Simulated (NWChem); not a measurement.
# TeBrF; SMILES F[Te]Br

Program: NWChem. Coordinates come from a PBE0/def2-SVP optimisation. def2 effective core potentials on Te; no spin-orbit coupling. Ions are spin-unrestricted doublets at the neutral geometry; other ion states weren't tried.

**Question.** What does the run give for r2SCAN/def2-SVPD? Quantities: vertical ionisation energy, ΔSCF (eV); −ε(HOMO) (eV).

**Answer.** 
| Quantity | Value |
|---|---|
| vertical ionisation energy, ΔSCF (eV) | 8.84 |
| −ε(HOMO) (eV) | 5.85 |
